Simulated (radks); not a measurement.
The numbers below are computed, except where a source is named.
Task: Se+, configuration [Ar] 3d10 4s2 4p3. Level of theory: Dirac Kohn-Sham, Slater X-alpha with alpha = 0.667, spin-unpolarised, spherical densities, point nucleus; open shells fill j = l - 1/2 first (a radial shooting solver on a logarithmic mesh with Libxc functionals). Some entries of the table are withheld. Estimate them.

| orbital | occ. | eigenvalue (eV) | r(max) (bohr) |
|---|---|---|---|
| 1s1/2 | 2 | -12487.46 | 0.02884 |
| 2s1/2 | 2 | (1) | 0.1648 |
| 2p1/2 | 2 | -1448.720 | 0.1296 |
| 2p3/2 | 4 | -1407.050 | 0.1327 |
| 3s1/2 | 2 | -221.1580 | 0.5030 |
| 3p1/2 | 2 | -165.2045 | 0.4947 |
| 3p3/2 | 4 | -159.3232 | 0.5035 |
| 3d3/2 | 4 | (2) | 0.4497 |
| 3d5/2 | 6 | (3) | 0.4525 |
| 4s1/2 | 2 | (4) | (5) |
| 4p1/2 | 2 | -14.5540 | 1.730 |
| 4p3/2 | 1 | -14.1096 | 1.763 |

Result: 
(1) 2s1/2 eigenvalue (eV): -1612.368
(2) 3d3/2 eigenvalue (eV): -62.5056
(3) 3d5/2 eigenvalue (eV): -61.6100
(4) 4s1/2 eigenvalue (eV): -25.6283
(5) 4s1/2 r(max) (bohr): 1.490
